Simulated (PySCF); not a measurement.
**Adding and removing an electron: HI**

PBE0; basis H x2c-SVPall, I x2c-SVPall; spin-free X2C with a Gaussian nucleus; PySCF 2.14. Neutral (UKS): singlet (closed shell), Re = 1.613 Å, ωe = 2351 cm⁻¹, De = 3.33 eV, HOMO -7.73 eV, LUMO -0.51 eV.

HI⁺ (UKS): doublet (π ↑), Re = 1.637 Å, ωe = 2243 cm⁻¹, De = 3.32 eV to H + I⁺. The energies at the minima are -7115.06684 hartree for HI and -7114.67909 for HI⁺.

(1) Work out the adiabatic ionisation energy, without and with harmonic zero-point energies (1 hartree = 27.2114 eV, 1 eV = 8065.5 cm⁻¹), and the change of the bond length.

Spin–orbit coupling is left out, which matters for elements this heavy, above all for dissociation energies. For an ion De counts to the pair picked by the measured ionisation energies or electron affinities, which need not be the lowest pair at this level. States were picked by a PBE0 search and need not be the measured ground states.

Results:

(1) At PBE0: 0.38775 hartree = 10.551 eV between the minima; the zero-point term (2243.0 − 2351.0)/2 cm⁻¹ = -0.007 eV makes it 10.545 eV. Re changes by +2.4 pm against the neutral. Minus the HOMO energy is 7.73 eV, -2.82 eV from the value between the minima; self-interaction puts the Kohn–Sham level too high, less so with exact exchange. The electron leaves a π orbital, which is non-bonding in a hydride.
